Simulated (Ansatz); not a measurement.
Cartesian coordinates (Å):
```xyz
5

N      2.3693    -0.0275     0.2416
C      1.2157    -0.0130     0.1923
Al    -0.7210     0.0084     0.1122
H     -1.4714    -1.2285     0.7132
H     -1.3926     1.2606    -0.5473
```
Charge 0, multiplicity 1.

These are frozen-core CCSD(T)/cc-pVTZ // B3LYP-D3(BJ)/def2-TZVP in Ansatz (a program for electronic structure) values and carry that method's errors.

- HF energy = -335.43655 Ha
- MP2 correlation energy = -0.41308 Ha

### Question
Estimate the CCSD correlation energy, the (T) correction, the total energy and the T1 diagnostic.

### Answer

CCSD correlation energy: -0.42954 Ha
(T) correction: -0.02054 Ha
CCSD(T) total energy: -335.88663 Ha
T1 diagnostic: 0.013
